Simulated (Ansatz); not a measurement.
`[CH3][Y]([CH3])[F]` + H₂O → `[CH3][Y]([CH3])[OH]` + H–F at 500 K and 1 bar (formal hydrolysis of a Y–F bond).

Gas-phase electronic energies from Ansatz, PBE0-D4/def2-TZVP geometries. CCSD(T)/CBS adds triple-zeta CCSD(T) − MP2 to the extrapolated MP2 energy (def2 sets, frozen cores). This one scheme is used for every species. def2 core potentials past Kr. For Y outer-core shells are correlated without core-valence functions, which leaves a few kJ/mol of doubt a bond. Each species was taken in one conformer, which may not be the lowest.

```tsv
species	CCSD(T)/CBS energy (Eh)	H − E (kJ/mol)	S (J/(mol·K))
`[CH3][Y]([CH3])[F]`	-217.82679	229.9	469.0
H₂O	-76.37941	73.2	206.3
`[CH3][Y]([CH3])[OH]`	-193.78963	262.6	493.3
H–F	-100.39570	39.4	188.7
```

H − E and S are ideal-gas, rigid-rotor, harmonic terms from PBE0-D4/def2-TZVP, for one conformer and one mirror image of each species. 1 Eh = 2625.50 kJ/mol, R = 8.31446 J/(mol·K).

Task: By hand: ΔE, ΔH, ΔS and ΔG.

Result: ΔE = (-193.78963) + (-100.39570) − (-217.82679) − (-76.37941) = 0.02087 Eh = 54.8 kJ/mol. Δ(H − E) = 262.6 + 39.4 − 229.9 − 73.2 = -1.1, so ΔH = 53.7 kJ/mol. ΔS = 493.3 + 188.7 − 469.0 − 206.3 = 6.7 J/(mol·K). ΔG = 53.7 − 500 × (6.7)/1000 = 50.4 kJ/mol.

Task: By hand: the equilibrium constant, and the temperature at which ΔG would vanish if ΔH and ΔS stayed fixed.

Result: log₁₀ K = −ΔG/(RT ln 10) = -5.3. ΔG = 0 at ΔH/ΔS = 8015 K, far beyond where these terms or the molecules hold.

The number of gas molecules stays the same, so ΔS is small and ΔH decides. A doubt of 5 kJ/mol in ΔE shifts log₁₀ K by 0.5 here. Other conformers and mirror images would add mixing entropy, several J/(mol·K) or more a flexible species. Modes under 60 cm⁻¹, often nearly free rotors, make the harmonic entropy too high. These are equilibria of isolated gas molecules and say nothing of rates. Largest T1 diagnostic: 0.013 (customary marks: 0.02 for closed shells, 0.045 for open ones).
